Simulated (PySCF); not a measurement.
Electronic absorption of C4H10Si

Compound: C4H10Si.
SMILES with atom numbers: `[CH2:1]=[CH:2][C@H:3]([CH3:4])[SiH3:5]` (hydrogens: H6, H7 on C1; H8 on C2; H9 on C3; H10, H11, H12 on C4; H13, H14, H15 on Si5)

Structure used (GFN2-xTB), in Å, numbered top down from 1:
```
atom  x, y, z in Å
C1     2.2888    0.1363   -0.1383
C2     1.0482   -0.0020   -0.5717
C3    -0.1327   -0.2765    0.2946
C4    -1.0079   -1.3745   -0.3087
Si5   -1.1183    1.3495    0.5392
H6     2.5357    0.0348    0.9065
H7     3.1081    0.3564   -0.8017
H8     0.8296    0.1035   -1.6275
H9     0.2247   -0.6136    1.2733
H10   -0.4409   -2.2991   -0.4164
H11   -1.8694   -1.5749    0.3251
H12   -1.3692   -1.0818   -1.2930
H13   -1.6032    1.8193   -0.7598
H14   -0.2390    2.3519    1.1392
H15   -2.2588    1.0788    1.4173
```

Method used: TDDFT PBE0/def2-SVPD, vertical, gas phase, core orbitals frozen in the response in PySCF 2.14.0, density-fitted response routines.

```
state  E (eV)  ν̃ (cm⁻¹)       f  |μ| (D)  main configurations (H = HOMO, L = LUMO)
   S1    6.54      52730   0.173     2.64                    H→L (59%), H→L+1 (36%)
   S2    6.66      53700   0.171     2.60                    H→L+1 (61%), H→L (32%)
   S3    7.26      58560   0.022     0.89      H→L+2 (58%), H→L+3 (30%), H→L+5 (8%)
   S4    7.32      59070   0.076     1.66      H→L+3 (50%), H→L+2 (37%), H→L+5 (8%)
   S5    7.45      60080   0.020     0.84                               H→L+4 (84%)
   S6    7.49      60380  0.0081     0.54     H→L+5 (71%), H→L+4 (12%), H→L+3 (11%)
   S7    7.77      62670   0.017     0.76      H-1→L (63%), H-2→L (16%), H→L+7 (9%)
   S8    7.92      63860  0.0012     0.20                  H→L+6 (68%), H→L+7 (22%)
```

Triplets, Tamm–Dancoff:

```json
{"state": "T1", "E (eV)": "4.26", "λ (nm)": "291.2", "main configurations (H = HOMO, L = LUMO)": "H→L (86%)"}
{"state": "T2", "E (eV)": "6.40", "λ (nm)": "193.8", "main configurations (H = HOMO, L = LUMO)": "H→L+1 (86%)"}
{"state": "T3", "E (eV)": "7.00", "λ (nm)": "177.0", "main configurations (H = HOMO, L = LUMO)": "H→L+2 (37%), H-1→L (36%)"}
```

The lowest singlet lies at 6.54 eV (190 nm, vacuum ultraviolet) and is strong; its leading configuration is HOMO→LUMO (59%). The largest oscillator strength of a single state is 0.173. Löwdin shares by element: HOMO carbon 73% or more, silicon 9% (atoms not listed hold the other 18%); LUMO carbon 62% or more, silicon 10% (atoms not listed hold the other 27%). The oscillator strengths of these states sum to 0.487; summed over the whole spectrum of an exact calculation they would give the number of electrons, 48 (Thomas–Reiche–Kuhn). Of the 8 states listed, 6 reach f = 0.01 and none stays under 0.0005. The listed states span 1.38 eV, and the widest gap between neighbours is 0.60 eV (S2 to S3). Singlets were solved by full linear response, triplets in the Tamm–Dancoff approximation.

One conformer stands for the species.
